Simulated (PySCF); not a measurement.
Frontier orbitals and the lowest excitations

Compound: C8H7F3O.
Cartesian coordinates in Å at the PBE0-D3(BJ)/def2-SVP level; atoms count from 1:
```xyz
19
C8H7F3O angstrom
C     -0.496    2.666    0.298
C      0.328    1.660    0.004
C      1.751    1.512   -0.391
C      1.632    0.157   -0.460
C      2.574   -0.937   -0.809
F      3.825   -0.490   -0.915
F      2.249   -1.516   -1.971
F      2.557   -1.900    0.121
C      0.212    0.170   -0.070
C     -0.739   -0.748    0.142
O     -1.987   -0.408    0.499
C     -2.857   -1.470    0.796
H     -0.153    3.703    0.280
H     -1.536    2.465    0.564
H      2.572    2.208   -0.560
H     -0.527   -1.818    0.021
H     -3.825   -1.029    1.068
H     -2.490   -2.072    1.645
H     -3.002   -2.132   -0.076
```

Computed with PySCF 2.14.0, density-fitted response routines, TDDFT PBE0/def2-SVPD, vertical, gas phase, core orbitals frozen in the response.

Frontier orbitals with the atoms that hold most of them (Löwdin shares over 4%, at most four atoms; ? is withheld):

| orbital | ε (eV) | atoms |
| --- | --- | --- |
| LUMO+2 | 0.58 | C12 28%, C10 12%, H19 8%, H18 8% |
| LUMO+1 | -0.46 | C10 22%, C9 15%, C2 14%, C1 13% |
| LUMO | -1.45 | ? |
| HOMO | ? | C9 24%, O11 20%, C10 19%, C3 16% |
| HOMO-1 | -7.27 | ? |
| HOMO-2 | -9.58 | O11 22%, C2 13%, C9 12%, C10 11% |
| HOMO-3 | -9.92 | O11 31%, C12 17%, C10 10%, H18 8% |

(1) Give the leading atoms of the HOMO-1.

(2) Give the leading atoms of the LUMO.

(3) What is the HOMO energy, and the HOMO–LUMO gap?

Answers

(1) C1 (bonded to C and 2 H) 34%; C2 (bonded to 3 C) 27%; C4 (bonded to 3 C) 15%; C3 (bonded to 2 C and H) 6%.

(2) C4 (bonded to 3 C) 27%; C3 (bonded to 2 C and H) 24%; C1 (bonded to C and 2 H) 14%; C2 (bonded to 3 C) 9%.

(3) ε(HOMO) = -6.38 eV; the gap is 4.93 eV (0.1813 hartree).

Question: How does S1 compare with the orbital gap of 4.93 eV?

Answer: S1 is at 3.91 eV (f = 0.029), 1.02 eV below the gap, made of HOMO→LUMO (90%), HOMO→LUMO+1 (8%). Without the coupling terms of the response equations the lowest excitation would equal the gap.

Question: Give energy, strength and leading configuration of S1, S3, S5 and S7, and follow the Löwdin shares of the leading atoms from the occupied to the empty orbital.

Answer: 
- S1 (3.91 eV, f 0.029), HOMO→LUMO (90%): C9 24% → at most 9%, O11 20% → at most 9%, C4 at most 17% → 27%, C3 16% → 24%
- S3 (5.54 eV, f 0.544), HOMO→LUMO+1 (80%): C9 24% → 15%, O11 20% → at most 14%, C10 19% → 22%
- S5 (6.21 eV, f 0.500), HOMO-1→LUMO+1 (73%): C1 34% → 13%, C2 27% → 14%, C10 at most 6% → 22%, C9 at most 6% → 15%
- S7 (6.66 eV, f 0.0001), HOMO-2→LUMO (84%): O11 22% → at most 9%, C2 13% → 9%, C4 at most 11% → 27%, C3 at most 11% → 24%

One conformer stands for the species.
